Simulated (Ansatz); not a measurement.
`C[NH][GeH]([F])[Cl]` + H₂ → `[F][GeH2][Cl]` + CH₃NH₂ at 400 K and 1 bar (hydrogenolysis of a Ge–N bond).

Gas-phase electronic energies from Ansatz, PBE0-D4/def2-TZVP geometries. CCSD(T)/CBS is the MP2 limit (def2-TZVPP, def2-QZVPP) plus CCSD(T) − MP2 in def2-TZVPP, frozen cores. This one scheme is used for every species. For Ge outer-core shells are correlated without core-valence functions, which leaves a few kJ/mol of doubt a bond. Scalar relativity is left out up to krypton. One conformer a species, not always the lowest.

```csv
species,CCSD(T)/CBS energy (Eh),H − E (kJ/mol),S (J/(mol·K))
`C[NH][GeH]([F])[Cl]`,-2731.53480,208.4,402.7
H₂,-1.17544,38.0,139.0
`[F][GeH2][Cl]`,-2636.95386,72.2,315.0
CH₃NH₂,-95.75281,185.4,256.0
```

H − E and S are ideal-gas, rigid-rotor, harmonic terms from PBE0-D4/def2-TZVP, for one conformer and one mirror image of each species. The MP2-based limit puts H₂ 0.8 mEh under its directly extrapolated value; such offsets cancel only in part. 1 Eh = 2625.50 kJ/mol, R = 8.31446 J/(mol·K).

**Question.** By hand: ΔE, ΔH, ΔS and ΔG.

**Answer.** ΔE = (-2636.95386) + (-95.75281) − (-2731.53480) − (-1.17544) = 0.00357 Eh = 9.4 kJ/mol. Δ(H − E) = 72.2 + 185.4 − 208.4 − 38.0 = 11.2, so ΔH = 20.6 kJ/mol. ΔS = 315.0 + 256.0 − 402.7 − 139.0 = 29.3 J/(mol·K). ΔG = 20.6 − 400 × (29.3)/1000 = 8.9 kJ/mol.

**Question.** By hand: the equilibrium constant, and the temperature at which ΔG would vanish if ΔH and ΔS stayed fixed.

**Answer.** log₁₀ K = −ΔG/(RT ln 10) = -1.2. ΔG = 0 at ΔH/ΔS = 703 K.

TΔS isn't small against ΔH here. A doubt of 5 kJ/mol in ΔE shifts log₁₀ K by 0.7 here. Other conformers and mirror images would add mixing entropy, several J/(mol·K) or more a flexible species. Modes under 60 cm⁻¹, often nearly free rotors, make the harmonic entropy too high. These are equilibria of isolated gas molecules and say nothing of rates. Largest T1 diagnostic: 0.011 (customary marks: 0.02 for closed shells, 0.045 for open ones).
